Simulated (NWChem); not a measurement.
# BeNH$_{3}$; SMILES [BeH][NH2]

```xyz
5

Be     0.0000     0.0000     0.9545
H      0.0000     0.0000     2.2860
N      0.0000     0.0000    -0.5479
H      0.0000    -0.8260    -1.1343
H      0.0000     0.8260    -1.1343
```
Atoms are numbered in this order, from 1.

Coordinates come from a B3LYP/6-31G* (spherical d) optimisation.

Symmetry labels are those of C2v in the frame above (b1 and b2, or b-type labels, depend on it). States above −ε(HOMO) = 6.2 eV lie in this functional's continuum and hang on the basis.

Q: List the 4 lowest vertical singlet excitations from PBE/def2-SVPD, TDA (NWChem).

A: 
```tsv
state	energy (eV)	oscillator strength	symmetry	leading excitation (squared amplitude)
S1	5.21	0.000	a2	HOMO → LUMO (1.00)
S2	5.89	0.076	b1	HOMO → LUMO+1 (0.99)
S3	6.72	0.066	a1	HOMO → LUMO+2 (0.85)
S4	6.98	0.159	b2	HOMO−1 → LUMO (0.97)
```
